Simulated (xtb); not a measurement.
C$_{3}$H$_{7}$O, doublet, geometry from GFN2-xTB; GFN2-xTB with GBSA(toluene) run with xtb 6.7.1.

The xtb input:
```
$ xtb mol.xyz --gfn 2 --uhf 1 --gbsa toluene --json

# file mol.xyz
11

O      0.00603261     1.39945068     0.10521327
C     -0.01052600     0.01737478     0.17269437
H      0.91691624     1.70866002     0.14601563
C     -1.34102772    -0.59836921    -0.06927069
C      1.24583048    -0.72781260    -0.10982389
H     -1.49928663    -0.83397408    -1.12962906
H      1.48877769    -0.74519186    -1.18250461
H     -2.11939352     0.09363073     0.24088969
H      2.09395553    -0.27939847     0.41110616
H     -1.43953471    -1.52700685     0.49162855
H      1.14464384    -1.75948281     0.21918865
```

Output, abridged:

```
   ID    Z sym.   atoms
    1    8 O      1
    2    6 C      2, 4, 5
    3    1 H      3, 6-11

           -------------------------------------------------
          |                Calculation Setup                |
           -------------------------------------------------

           -------------------------------------------------
          |                 G F N 2 - x T B                 |
           -------------------------------------------------

      * Solvation model:               GBSA
        Solvent                        toluene
        Parameter file                 internal GFN2-xTB/GBSA
        Dielectric constant                7.0000E+00
        Reference state                gsolv [1 M gas/solution]
        Free energy shift                  4.5239E-03 Eh       2.8388E+00 kcal/mol
        Temperature                        2.9815E+02 K
        Density                            8.6700E-01 kg/L
        Solvent mass                       9.2140E+01 g/mol
        Interaction kernel             Still
        Born radius scaling (c1)           1.5686E+00
        Born radii integrator          GBOBC
        Born offset                        0.0000E+00 a0       0.0000E+00 AA
        H-bond correction              false
        Ion screening                  false
        Surface tension                    1.0000E-05 Eh       1.5569E+01 dyn/cm
        Grid points                               230 per atom

          ...................................................
          :                      SETUP                      :
          :.................................................:
          :  # basis functions                  23          :
          :  # atomic orbitals                  23          :
          :  # shells                           15          :
          :  # electrons                        25          :
          :  max. iterations                   250          :
          :  Hamiltonian                  GFN2-xTB          :
          :  restarted?                      false          :
          :  GBSA solvation                   true          :
          :  PC potential                    false          :
          :  electronic temp.          300.0000000     K    :
          :  accuracy                    1.0000000          :
          :  -> integral cutoff          0.2500000E+02      :
          :  -> integral neglect         0.1000000E-07      :
          :  -> SCF convergence          0.1000000E-05 Eh   :
          :  -> wf. convergence          0.1000000E-03 e    :
          :  Broyden damping             0.4000000          :
          :  net charge                          0          :
          :  unpaired electrons                  1          :
          ...................................................

 iter      E             dE          RMSdq      gap      omega  full diag
   1    -14.1386560 -0.141387E+02  0.295E+00    8.91       0.0  T
   2    -14.1489927 -0.103368E-01  0.151E+00    9.05       1.0  T
   3    -14.1494214 -0.428656E-03  0.525E-01    8.99       1.0  T
   4    -14.1494831 -0.617098E-04  0.106E-01    8.99       1.0  T
   5    -14.1494863 -0.320402E-05  0.465E-02    8.98       1.0  T
   6    -14.1494888 -0.251356E-05  0.718E-03    8.99       4.2  T
   7    -14.1494888 -0.221050E-07  0.327E-03    8.99       9.2  T
   8    -14.1494888 -0.897739E-08  0.541E-04    8.99      55.7  T
   9    -14.1494888 -0.130690E-09  0.210E-04    8.99     143.7  T

   *** convergence criteria satisfied after 9 iterations ***

         :::::::::::::::::::::::::::::::::::::::::::::::::::::
         ::                     SUMMARY                     ::
         :::::::::::::::::::::::::::::::::::::::::::::::::::::
         :: total energy             -13.988518208855 Eh    ::
         :: total w/o Gsasa/hb       -13.984742227895 Eh    ::
         :: gradient norm              0.004499193258 Eh/a0 ::
         :: HOMO-LUMO gap              8.994299703321 eV    ::
[...]
        10        2.0000           -0.4625941             -12.5878
        11        2.0000           -0.4593264             -12.4989
        12        2.0000           -0.4417096             -12.0195
        13        1.0000           -0.2675164              -7.2795 (HOMO)
        14                          0.0630181               1.7148 (LUMO)
        15                          0.1229893               3.3467
        16                          0.1425460               3.8789
        17                          0.1746944               4.7537
        18                          0.1833277               4.9886
        19                          0.2096895               5.7059
        20                          0.2117466               5.7619
        21                          0.2298607               6.2548
        22                          0.3037809               8.2663
        23                          0.3463841               9.4256
      -------------------------------------------------------------
                  HL-Gap            0.3305344 Eh            8.9943 eV
             Fermi-level           -0.2284311 Eh           -6.2159 eV

     #   Z          covCN         q      C6AA      α(0)
     1   8 O        1.658    -0.418    21.205     6.216
     2   6 C        2.807     0.060    26.653     8.458
     3   1 H        0.805     0.304     0.709     1.322
     4   6 C        3.752    -0.108    22.628     6.784
     5   6 C        3.751    -0.115    22.763     6.804
     6   1 H        0.924     0.045     2.379     2.412
     7   1 H        0.923     0.043     2.404     2.425
     8   1 H        0.925     0.051     2.303     2.373
     9   1 H        0.924     0.042     2.422     2.434
    10   1 H        0.925     0.047     2.359     2.402
    11   1 H        0.925     0.049     2.336     2.390

 Mol. C6AA /au·bohr⁶  :        858.020417
 Mol. C8AA /au·bohr⁸  :      18058.375805
 Mol. α(0) /au        :         44.020352

Wiberg/Mayer (AO) data.
largest (>0.10) Wiberg bond orders for each atom

 ---------------------------------------------------------------------------
     #   Z sym  total        # sym  WBO       # sym  WBO       # sym  WBO
 ---------------------------------------------------------------------------
     1   8 O    2.106 --     2 C    1.146     3 H    0.888
     2   6 C    3.335 --     1 O    1.146     4 C    1.051     5 C    1.049
     3   1 H    0.908 --     1 O    0.888
     4   6 C    3.997 --     2 C    1.051     8 H    0.982    10 H    0.975
                             6 H    0.952
     5   6 C    3.996 --     2 C    1.049    11 H    0.980     9 H    0.976
                             7 H    0.951
     6   1 H    0.996 --     4 C    0.952
     7   1 H    0.996 --     5 C    0.951
     8   1 H    0.997 --     4 C    0.982
     9   1 H    0.998 --     5 C    0.976
    10   1 H    0.998 --     4 C    0.975
    11   1 H    0.998 --     5 C    0.980
 ---------------------------------------------------------------------------

Topologies differ in total number of bonds
Writing topology from bond orders to xtbtopo.mol

molecular dipole:
                 x           y           z       tot (Debye)
 q only:        0.457      -0.284      -0.016
   full:        0.668      -0.290      -0.121       1.877
molecular quadrupole (traceless):
                xx          xy          yy          xz          yz          zz
 q only:        1.573       2.513      -0.400       0.190       0.129      -1.174
  q+dip:        2.145       3.354      -1.061       0.263       0.264      -1.083
   full:        2.107       3.448      -0.852       0.281       0.233      -1.254

           -------------------------------------------------
          | TOTAL ENERGY              -13.988518208855 Eh   |
          | GRADIENT NORM               0.004499193258 Eh/α |
          | HOMO-LUMO GAP               8.994299703321 eV   |
           -------------------------------------------------

normal termination of xtb
```
